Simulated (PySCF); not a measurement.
## Potassium: a sound run and one with changed settings

Sound run: K⁺ [Ar], K²⁺ [Ne] 3s2 3p5. Computed with PySCF 2.14 in Sapporo-DKH3-DZP-2012 (6s5p1d, 26 functions), with scalar relativity by spin-free X2C-1e. In the sound run the correlated levels freeze [Ne] 3s2. The sound run starts from symmetry-adapted Hartree-Fock orbitals and uses a fine grid where one is needed.

Changed run: basis STO-3G, all-electron and non-relativistic. This setting is unsound on purpose.

| species | method | sound run (hartree) | changed run (hartree) | converged |
| --- | --- | --- | --- | --- |
| K⁺ | UHF | -601.29717 | -593.00933 | yes |
| K⁺ | B3LYP | -602.06886 | -593.65925 | yes |
| K⁺ | r2SCAN | -602.01839 | -593.64768 | yes |
| K⁺ | MP2 | -601.43726 | -593.01816 | yes |
| K⁺ | CCSD(T) | -601.44992 | -593.01939 | yes |
| K²⁺ | UHF | -600.17714 | -591.89066 | yes |
| K²⁺ | B3LYP | -600.90419 | -592.49576 | yes |
| K²⁺ | r2SCAN | -600.85270 | -592.48566 | yes |
| K²⁺ | MP2 | -600.27240 | -591.89339 | yes |
| K²⁺ | CCSD(T) | -600.28685 | -591.89385 | yes |

Ionisation energy of K⁺:

```
 method  sound run (eV)  changed run (eV)
    UHF          30.477            30.441
  B3LYP          31.692            31.660
 r2SCAN          31.720            31.620
    MP2          31.697            30.606
SCS-MP2          31.627            30.600
   CCSD          31.641            30.622
CCSD(T)          31.649            30.627
```

A minimal basis cannot let orbitals breathe on ionisation and holds almost no correlation. The Hamiltonian changed with the basis, so the totals do not compare.

For comparison, NIST gives 31.625 eV between the lowest levels.
